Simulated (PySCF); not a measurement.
## Computed properties of H₂S₂, SMILES SS

disulfane (H2S2), SMILES SS. Geometry: PBE0-D3(BJ)/def2-TZVP. Other conformers were not sampled. All values are computed for the isolated molecule unless a solvent is named; none is compared with measurement here.

**Structure.** The optimised structure has C2 symmetry. All 6 harmonic modes at PBE0-D3(BJ)/def2-TZVP (PySCF) are real, so it is a minimum.

**Vibrations.** The strongest infrared lines (harmonic, unscaled, degenerate partners summed) lie at 464 cm⁻¹ (15 km/mol, H 96 %), 908 cm⁻¹ (7 km/mol, H 94 %), 2666 cm⁻¹ (4 km/mol, H 97 %). The softest mode is at 464 cm⁻¹ and the zero-point energy is 11.6 kcal/mol.

**Electronic structure.** CAM-B3LYP/def2-TZVPD (PySCF) places the frontier levels at -8.91 and -0.17 eV, a gap of 8.74 eV, and gives a dipole moment of 1.16 D and a mean polarisability of 44.5 bohr³. PBE/def2-TZVPD (PySCF) at the same geometry gives -6.36 and -2.08 eV, so its gap is 4.46 eV narrower. An orbital gap is neither the optical nor the fundamental gap.

**Excitations.** TDDFT-CAM-B3LYP/def2-TZVPD (PySCF) has S1 at 4.88 eV (254 nm, f = 0.011, weak); the most intense of the 10 singlets computed lies at 7.79 eV (f = 0.20). T1 (TDA) is at 4.19 eV. TDDFT-PBE/def2-TZVPD (PySCF) puts S1 at 4.55 eV. No vertical singlet excitation falls in the visible range (under 3.1 eV).

**NMR.** GIAO shifts at KT2/pcSseg-2 (PySCF) (non-relativistic, atoms alike by connectivity averaged): ¹H at 3.2 ppm against TMS.

**Solvation.** SMD-ωB97X/def2-SVP (PySCF) gives -2.0 kcal/mol in water, -4.1 kcal/mol in tetrahydrofuran, -3.2 kcal/mol in n-hexane (1 M in both phases, gas-phase geometry); of these solvents tetrahydrofuran holds the molecule best.
